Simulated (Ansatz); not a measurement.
A set of 12 reactions (atomization), with CCSD(T)/CBS values in kJ/mol:

```
                                              reaction      ΔE
`C[O][SnH]([Cl])[O]C` → 2 C• + Cl• + 7 H• + 2 O• + Sn•  4571.1
         `O[SiH2][Se][SiH3]` → 6 H• + O• + Se• + 2 Si•  3180.4
                          `CCC(C)F` → 4 C• + F• + 9 H•  5497.8
         `F[SiH2][SiH](F)S` → 2 F• + 4 H• + S• + 2 Si•  3069.7
                       `N=CBN` → B• + C• + 5 H• + 2 N•  3454.8
                   `C=C(N)Cl` → 2 C• + Cl• + 4 H• + N•  2996.2
              `C[SiH]1NP1` → C• + 6 H• + N• + P• + Si•  3353.5
            `N[Si](O)Cl`• → Cl• + 3 H• + N• + O• + Si•  2448.1
    `C[Si](F)(F)[SnH3]` → C• + 2 F• + 6 H• + Si• + Sn•  3798.0
         `C=C[CH2][InH][Cl]` → 3 C• + Cl• + 6 H• + In•  3957.9
                           `S[B]S`• → B• + 2 H• + 2 S•  1474.7
                 `B[SiH]1BS1` → 2 B• + 4 H• + S• + Si•  2603.9
```

Calculated with Ansatz (gas phase, PBE0-D4/def2-TZVP geometries, no zero-point term in ΔE). CCSD(T)/CBS is the MP2 limit (def2-TZVPP, def2-QZVPP) plus CCSD(T) − MP2 in def2-TZVPP, frozen cores. Small cases extrapolate CCSD(T) itself. Functionals use def2-TZVPP. B3LYP here is the variant with VWN-RPA as its local correlation; programs differ in this. Open shells (•) are unrestricted, without spin–orbit coupling. Spin–orbit coupling would lower the free atoms: a little for B, C, Cl, F, O, S, Si; clearly for Se; strongly for In, Sn. def2 core potentials past Kr. Bonds to In, Se, Sn are less sure, by a few kJ/mol each and by 10 to 20 or more in all where they break to atoms, as the def2 sets lack core-valence functions. Scalar relativity is left out up to krypton. Each species was taken in one conformer, which may not be the lowest.

Give the mean, mean absolute and largest difference (level minus CCSD(T)/CBS, kJ/mol) for: PBE-D4, r2SCAN-D4, B3LYP-D4, ωB97M-V, B2PLYP, PBE, r2SCAN, B3LYP, HF/def2-TZVPP, CCSD/def2-TZVPP, CCSD(T)/def2-TZVPP, SCS-MP2/def2-QZVPP, HF/CBS(def2), MP2/CBS(def2). (Estimate.)

Computed: 
```json
{"level": "PBE-D4", "mean": "55.4", "mean absolute": "65.7", "largest": "123.6"}
{"level": "r2SCAN-D4", "mean": "9.0", "mean absolute": "21.8", "largest": "63.6"}
{"level": "B3LYP-D4", "mean": "-7.5", "mean absolute": "27.1", "largest": "-52.6"}
{"level": "ωB97M-V", "mean": "7.4", "mean absolute": "21.2", "largest": "36.6"}
{"level": "B2PLYP", "mean": "-45.5", "mean absolute": "45.5", "largest": "-95.9"}
{"level": "PBE", "mean": "35.2", "mean absolute": "57.5", "largest": "111.5"}
{"level": "r2SCAN", "mean": "4.2", "mean absolute": "21.0", "largest": "59.5"}
{"level": "B3LYP", "mean": "-40.2", "mean absolute": "44.8", "largest": "-100.7"}
{"level": "HF/def2-TZVPP", "mean": "-931.9", "mean absolute": "931.9", "largest": "-1379.6"}
{"level": "CCSD/def2-TZVPP", "mean": "-149.6", "mean absolute": "149.6", "largest": "-220.7"}
{"level": "CCSD(T)/def2-TZVPP", "mean": "-97.5", "mean absolute": "97.5", "largest": "-142.3"}
{"level": "SCS-MP2/def2-QZVPP", "mean": "2.4", "mean absolute": "10.4", "largest": "30.3"}
{"level": "HF/CBS(def2)", "mean": "-924.8", "mean absolute": "924.8", "largest": "-1366.6"}
{"level": "MP2/CBS(def2)", "mean": "48.0", "mean absolute": "48.0", "largest": "72.7"}
```

The largest T1 diagnostic in the set is 0.020, for `B[SiH]1BS1` (customary mark 0.02).

CCSD(T)/CBS is a level of theory with its own doubt, and the functionals carry their triple-zeta basis error, so these figures describe this set and don't rank the functionals.
